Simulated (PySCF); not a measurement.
**How methods differ on the excitation energy of Bi**

Bi [Xe] 4f14 5d10 6s2 6p3 (4S) → Bi [Xe] 4f14 5d10 6s1 6p3 7s1 (6S), as a difference of total energies. All numbers are calculated (PySCF 2.14, scalar relativity through the core potential, in aug-cc-pVQZ-PP with one added diffuse shell each of s, p, d, f, g type with ECP60MDF (8s8p6d4f3g, 117 functions)). Correlated levels: valence: 5s2 5p6 5d10 frozen. The calculations carry no spin-orbit coupling.

| method | excitation energy (cm⁻¹) |
| --- | --- |
| UHF | 90470 |
| LDA | 112660 |
| PBE | 109640 |
| PBE0 | 107160 |
| r2SCAN | 107670 |
| MN15 | 112210 |
| LC-wPBE | 106760 |
| revPBE | 108770 |
| MP2 (valence) | 97869 |
| SCS-MP2 (valence) | 100640 |

Spin-orbit coupling is strong in these open shells (close to jj coupling). The scalar numbers leave it out and a first-order estimate fails, so it can dominate the gap to the real levels.

The upper state lies above the first ionisation limit. A Rydberg-like electron needs more diffuse functions than a valence basis has.

The promoted electron is Rydberg-like, and one or two diffuse shells describe it only roughly, which tends to raise the upper state.
